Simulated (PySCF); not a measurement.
## F²⁺ (fluorine, charge +2) across methods

[He] 2s2 2p2 3d1, one real determinant (an excited configuration). Calculation: PySCF 2.14, in aug-cc-pwCVTZ (7s6p4d2f, 59 functions); the non-relativistic Hamiltonian (point nucleus).

```
   method  E (hartree)  mean ε 2s β (eV)  mean ε 2p α (eV)  mean ε 3d α (eV)  Σ⟨r²⟩ (bohr²)   ⟨S²⟩
      UHF    -95.73934           -83.156           -75.374           -11.506          9.162  3.752
  r2SCANh     -95.9316           -76.155           -64.967            -9.269          9.146  3.752
CAM-B3LYP     -95.9500           -78.978           -67.209           -10.997          9.101  3.751
  r2SCAN0     -95.9299           -77.561           -66.790            -9.702          9.137  3.752
    HSE06     -95.9072           -76.852           -65.364            -9.422          9.117  3.751
      PBE     -95.8946           -74.733           -62.362            -9.091          9.114  3.751
   r2SCAN     -95.9327           -75.218           -63.752            -8.982          9.152  3.752
     PBE0     -95.8983           -77.276           -65.782            -9.811          9.116  3.751
      LDA     -95.3085           -74.487           -62.269            -8.771          9.097  3.751
```

⟨L²⟩ = 7.99 against 12 for a pure F term, so this real determinant mixes terms. The outer electron is Rydberg-like, and this basis confines it to a smaller radius and binds it less than a complete one would.
